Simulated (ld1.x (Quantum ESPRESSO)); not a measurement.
**revPBE ultrasoft dataset for lead, scalar-relativistic all-electron reference.**

```json
{
 "Element": "lead",
 "Generator": "ld1.x (Quantum ESPRESSO) 7.5",
 "Type": "ultrasoft",
 "Functional": "revPBE",
 "Relativity": "scalar-relativistic",
 "Frozen core": "[Xe] 4f14",
 "Valence charge": "14",
 "Reference configuration": "5d10 6s2 6p2",
 "Partial waves": "6s (bound): rcut 1.80, rcutus 2.10 bohr; 6s channel at 0.5 Ry: rcut 1.80, rcutus 2.10 bohr; 6p (bound): rcut 2.05, rcutus 2.35 bohr; 6p channel at 0.75 Ry: rcut 2.05, rcutus 2.35 bohr; 5d (bound): rcut 1.20, rcutus 1.60 bohr; 5d channel at -0.7 Ry: rcut 1.20, rcutus 1.60 bohr",
 "Local potential": "all-electron potential smoothed inside 1.60 bohr (lloc = -2)",
 "Core correction": "Bessel-smoothed model core inside 1.65 bohr",
 "Augmentation charge": "built from norm-conserving waves at rcut, not smoothed further"
}
```

Results:

- Largest excitation error: -120 meV (all-electron minus pseudo) for 5d10 6s0 6p0, out of 7 test configurations
- Lowest eigenvalue of the overlap operator: -1.12 (d channel); it is negative, so in a basis up to 400 Ry S is not positive definite and the file is unfit for use

The ghost test of this file was not conclusive. Its overlap operator is not positive definite in a basis up to 400 Ry (lowest eigenvalue d -1.12), so the file is unfit for use: the generalised eigenproblem breaks down once the basis is large enough, and its test numbers describe a broken file.

Generation and tests took about 1.6 s on one core of a shared server CPU.
